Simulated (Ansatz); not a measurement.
A nudged elastic band was laid between two geometries of AlAsH$_{4}$N (7 atoms, charge -1, multiplicity 1).

Theory: RKS B3LYP-D4/def2-SVP (Ansatz 0.2.0).

```
movable images  : 9
climbing image  : yes
spring          : 5.0 eV/Å²
optimiser       : quadratic models (default)
start path      : straight line
force threshold : 0.05 eV/Å
iteration limit : 60
end points      : relaxed
```

First end point:

```xyz
7
Properties=species:S:1:pos:R:3
N -1.941 -0.635 -0.664
Al -0.445 0.198 -0.476
As 1.034 -0.695 1.356
H -2.603 -0.335 -1.389
H 0.241 1.466 -1.240
H 1.399 0.694 1.915
H 2.315 -0.694 0.498
```

Last end point:

```xyz
7
Properties=species:S:1:pos:R:3
N -1.945 -0.066 -1.215
Al -0.399 0.345 -0.588
As 0.891 -0.766 1.331
H -2.509 -0.837 -0.847
H 0.444 1.573 -1.210
H 1.300 0.571 1.978
H 2.218 -0.821 0.552
```

(1) Which bonds break or form, and what moves?

(2) What energy profile does the band end with?

(3) What is the geometry of the highest image?

The band took 11 iterations and of the order of 5 core-minutes.

Results:

(1) No bond is made or broken. The dihedral H4–N1–Al2–As3 changes from -180 to 0° by way of a nearly straight angle H4–N1–Al2 (up to 177°), not by a turn about the bond.

(2) The run converged. The highest image is number 5 of 0 to 10, 11.2 kJ/mol above the first end and 14.1 kJ/mol above the last; the last end lies 2.9 kJ/mol below the first. Another band between the same ends (9 images) ends at a top of the same energy, where a vibrational analysis finds 2 clearly imaginary modes. Limits of this set-up: an anion without diffuse functions.

| image | path coordinate (Å) | energy (kJ/mol) | angle H4–N1–Al2 (°) |
| --- | --- | --- | --- |
| 0 | 0.00 | 0.0 | 120 |
| 1 | 0.13 | 0.8 | 127 |
| 2 | 0.27 | 3.4 | 137 |
| 3 | 0.40 | 7.1 | 149 |
| 4 | 0.53 | 10.3 | 163 |
| 5 | 0.66 | 11.2 | 177 |
| 6 | 0.82 | 8.7 | 166 |
| 7 | 0.97 | 4.0 | 151 |
| 8 | 1.12 | -0.2 | 137 |
| 9 | 1.28 | -2.3 | 128 |
| 10 | 1.43 | -2.9 | 123 |

(3) 
```xyz
7
Properties=species:S:1:pos:R:3
N -1.895 -0.330 -0.937
Al -0.400 0.273 -0.519
As 1.002 -0.721 1.360
H -2.807 -0.649 -1.214
H 0.408 1.516 -1.177
H 1.387 0.649 1.950
H 2.305 -0.737 0.537
```

Time of the run: 5.4 min on 1 thread of Arm Neoverse V1, with other jobs on the host, peak memory 0.17 GiB.
